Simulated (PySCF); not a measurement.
## Excitation energy of Re²⁺ by level of theory

Re²⁺ [Xe] 4f14 5d5 (6S) → Re²⁺ [Xe] 4f14 5d4 6s1 (6D), as a difference of total energies. Calculation: PySCF 2.14, in def2-QZVPPD with the def2 core potential (60 electrons) (7s6p4d4f2g, 91 functions); scalar relativity through the core potential. Correlated levels: valence: 5s2 5p6 frozen; valence and next inner shell: nothing frozen outside the core potential. The calculations carry no spin-orbit coupling.

```json
{"method": "UHF", "excitation energy (eV)": "2.734"}
{"method": "LDA", "excitation energy (eV)": "2.246"}
{"method": "PBE", "excitation energy (eV)": "2.370"}
{"method": "PBE0", "excitation energy (eV)": "2.577"}
{"method": "r2SCAN", "excitation energy (eV)": "2.394"}
{"method": "BLYP", "excitation energy (eV)": "2.232"}
{"method": "BP86", "excitation energy (eV)": "2.307"}
{"method": "r2SCAN0", "excitation energy (eV)": "2.560"}
{"method": "HSE06", "excitation energy (eV)": "2.549"}
{"method": "MP2 (valence)", "excitation energy (eV)": "2.825"}
{"method": "SCS-MP2 (valence)", "excitation energy (eV)": "2.764"}
{"method": "MP2 (valence and next inner shell)", "excitation energy (eV)": "2.605"}
{"method": "SCS-MP2 (valence and next inner shell)", "excitation energy (eV)": "2.627"}
```

Problem. How much does correlation contribute at MP2 (valence and next inner shell)?

Solution. 2.605 − (2.734) = -0.129 eV, measured against UHF.
